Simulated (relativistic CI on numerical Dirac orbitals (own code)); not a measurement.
Computed by Dirac-Coulomb-Breit CI, orbitals from a KLI potential per configuration, model QED, unscaled Slater integrals (own radial code, finite nucleus).

The strongest absorption lines from the ground level of an ion, among the configurations computed and to levels below about 1590 eV (vacuum wavelength in nm, gf): 0.79859 (0.12), 0.80340 (0.055), 1.0401 (0.0039), 1.0817 (0.015), 1.1146 (0.36), 1.1317 (0.21), 8.9514 (0.51), 16.045 (0.039).

Problem. Which ion is it?
A. Ag³⁷⁺
B. Ag³⁵⁺
C. I⁴¹⁺
D. Nb²⁹⁺

Solution. B. Ag³⁵⁺ has 12 electrons and the ground level 3s² ¹S0; the strongest line goes to 3s3p ¹P°1. The pattern of lines fixes the number of electrons, and along that sequence the line energies rise steadily with the charge (about as its square where n changes within one kind of shell, about linearly where n is kept but much faster in heavy ions where fine structure, which grows about as Z⁴, sets the gap, and irregularly where shells cross), which fixes Z. Configurations outside the model, such as inner-shell arrays, can give stronger lines. At this charge energies of transitions that change n are usually good to better than 1 %, and those within a shell (Δn = 0) to a few per cent.

LS names give the leading component of a level, which can be under half, so a name can repeat, a term be missing and a line seem to break the LS rules.
